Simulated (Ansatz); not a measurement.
**Ligand exchange: C3H6ClGa + C4H11B → C3H7Ga + C4H10BCl**

Gas-phase species: C3H6ClGa `C=C[CH2][GaH][Cl]`, singlet; C4H11B `CCBCC`, singlet; C3H7Ga `C=C[CH2][GaH2]`, singlet; C4H10BCl (chlorodiethylborane) `CCB(Cl)CC`, singlet. The partners trade Cl for H: Ga–Cl and B–H bonds give way to Ga–H and B–Cl.

Shapes, held fixed at every level: PBE0-D4/def2-TZVP. Flexible molecules stand in one conformer, not always the lowest. Programs: Ansatz 0.2.0. The zero-point and thermal change to 298 K, harmonic and unscaled (PBE0-D4/def2-TZVP), is -3.4 kJ/mol.

```
               level                   kind  ΔH(298 K) (kJ/mol)
       HF/def2-TZVPP           Hartree–Fock               +56.7
    SPW92/def2-TZVPP                    LDA               -13.8
r2SCAN-D4/def2-TZVPP               meta-GGA               +10.5
 B3LYP-D4/def2-TZVPP          global hybrid               +25.0
  PBE0-D4/def2-TZVPP          global hybrid               +13.4
        MP2/def2-SVP    perturbation theory               +10.0
       CCSD/def2-SVP  coupled cluster or CI               +20.3
      MP2/def2-TZVPP    perturbation theory               +10.1
```

MP2/def2-TZVPP gives ΔH(298 K) = +10.1 kJ/mol; the levels span -13.8 to +56.7. They disagree on the sign: 7 of 8 are positive. The median of the levels is +11.9. No measured value is set beside it here. Relativity is left out for Ga. Outer-core shells of Ga are correlated, in sets that cover them unevenly.
